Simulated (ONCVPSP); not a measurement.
# Pd (Z = 46), ONCV: configuration errors across variants

```
Element                 : palladium (Pd)
Generator               : ONCVPSP 4.0.1
Type                    : optimised norm-conserving Vanderbilt (ONCV)
Functional              : revPBE
Relativity              : scalar-relativistic
Frozen core             : [Ar] 3d10
Valence charge          : 18
Reference configuration : 4s2 4p6 4d10
Partial waves           : 4s: rc 1.60 bohr, ncon 5, nbas 8, qcut 6.9 1/bohr, 2 projectors, debl 0.5 Ha; 4p: rc 1.65 bohr, ncon 4, nbas 8, qcut 8 1/bohr, 2 projectors, debl 1.7 Ha; 4d: rc 1.60 bohr, ncon 4, nbas 9, qcut 10.6 1/bohr, 2 projectors, debl 2.3 Ha
Local potential         : polynomial inside 1.45 bohr (lpopt 5, dvloc0 -1 Ha)
Core correction         : Teter function, fcfact 4.25, rcfact 1.5
```

In the s channel the program set the typed energies aside and used -3.132, 0.250 Ha. In the p channel the program set the typed energies aside and used -1.878, 0.250 Ha.

All-electron excitation energies from the reference (eV): (1) 4s2 4p6 4d9 9.022; (2) 4s2 4p6 4d8 29.752; (3) 4s2 4p6 4d9 5s1 1.543.

A true bound ghost makes a file unfit for plane-wave use even where its test errors are small: the radial tests pick states by their node count and pass the ghost by.

Errors AE − PS in meV (a dash: test not solved or not reliable):

```csv
change,(1),(2),(3),bound ghosts,GHOST(+) flags above zero
base,-0.1,-1.6,+0.3,none,none
"local potential polynomial inside 1.45 bohr (lpopt 5, dvloc0 -2 Ha)",+0.1,-1.2,+0.5,none,none
"local potential polynomial inside 1.45 bohr (lpopt 5, dvloc0 -0.5 Ha)",+9.0,+20,+7.6,none,none
"local potential polynomial inside 1.45 bohr (lpopt 5, dvloc0 1.5 Ha)",-0.4,-2.6,+0.1,none,none
"local potential polynomial inside 1.45 bohr (lpopt 5, dvloc0 3.5 Ha)",-0.4,-2.5,+0.1,none,none
"local potential polynomial inside 1.45 bohr (lpopt 5, dvloc0 6 Ha)",-0.4,-2.5,0.0,none,none
"local potential polynomial inside 1.45 bohr (lpopt 5, dvloc0 7.5 Ha)",-0.4,-2.5,-0.3,s,none
```

(1) Give the same row for: local potential polynomial inside 1.45 bohr (lpopt 5, dvloc0 9 Ha).

Answers

(1) -0.4, -2.4, +0.3; bound ghosts: none; GHOST(+) flags above zero: none.
